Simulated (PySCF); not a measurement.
CH₅F₃Si₂, SMILES FC(F)([SiH2]F)[SiH3]. Heavy atoms are numbered as in [F:1][SiH2:2][C:3]([F:4])([F:5])[SiH3:6]. Hydrogens are named by the atom that carries them.

Coordinates come from a TPSSh-D3(BJ)/def2-SVP optimisation. The structure was generated by enumeration, and PubChem lists no compound with its InChIKey, so it may never have been made. The values are those of a single conformer.

These are PBE/pcSseg-1 (PySCF) values and carry that method's errors.

GIAO shieldings, no solvent; atoms alike by connectivity are averaged. δ = σ(ref) − σ: ¹⁹F against CFCl3 (σ = 133.6 ppm); ²⁹Si against TMS (σ = 335.4 ppm); ¹³C against TMS (σ = 182.0 ppm); ¹H against TMS (σ = 31.49 ppm), references at their B3LYP-D3(BJ)/def2-TZVP geometries, non-relativistic.

Problem. Estimate the chemical shifts. (Estimate from the structure and the level; the computed values follow.)

Solution. 
```json
[
 {"nucleus": "¹⁹F", "atoms": "F4", "count": "2", "δ (ppm)": "-157.3"},
 {"nucleus": "¹⁹F", "atoms": "F1", "count": "1", "δ (ppm)": "-263.8"},
 {"nucleus": "²⁹Si", "atoms": "Si2 (SiH2)", "count": "1", "δ (ppm)": "-9.8"},
 {"nucleus": "²⁹Si", "atoms": "Si6 (SiH3)", "count": "1", "δ (ppm)": "-80.0"},
 {"nucleus": "¹³C", "atoms": "C3", "count": "1", "δ (ppm)": "148.6"},
 {"nucleus": "¹H", "atoms": "H on Si2", "count": "2", "δ (ppm)": "5.51"},
 {"nucleus": "¹H", "atoms": "H on Si6", "count": "3", "δ (ppm)": "4.19"}
]
```
